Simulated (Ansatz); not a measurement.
Molecule: SiI$_{2}$F, net charge 0, doublet state. SMILES: I[Si](F)I
Geometry: optimised at B3LYP-D3(BJ)/def2-TZVP (Ansatz, a first-principles code).

Quantity: size of the dipole moment, in D. Conventions: UHF or UKS for open shells; spin-orbit terms left out; STO-3G and 3-21G all-electron and non-relativistic; six Cartesian d functions in 6-31G* and its kin unless marked 5d; dispersion terms only where a functional's name holds one; LANL2DZ with its own core potentials from Na on; def2 sets with scalar-relativistic core potentials past Kr. Ab initio and DFT rows: single points at B3LYP-D3(BJ) geometries (Ansatz).

| level | program | size of the dipole moment (D) |
|---|---|---|
| B3LYP/STO-3G | Ansatz | 2.16 |
| B3LYP/3-21G | Ansatz | 0.80 |
| B3LYP/LANL2DZ | Ansatz | 1.30 |
| B3LYP/def2-SVP | Ansatz | 0.82 |
| B3LYP/6-31G* with LANL2DZ past Ar | Ansatz | 0.91 |

No value to compare with is used here. The 5 habitual levels span 0.80 (B3LYP/3-21G) to 2.16 D (B3LYP/STO-3G).

The sets are all those run for this method; left out are runs that failed, that the program found above a lower state of the same kind, or whose <S^2> lies over 0.5 above the pure value.
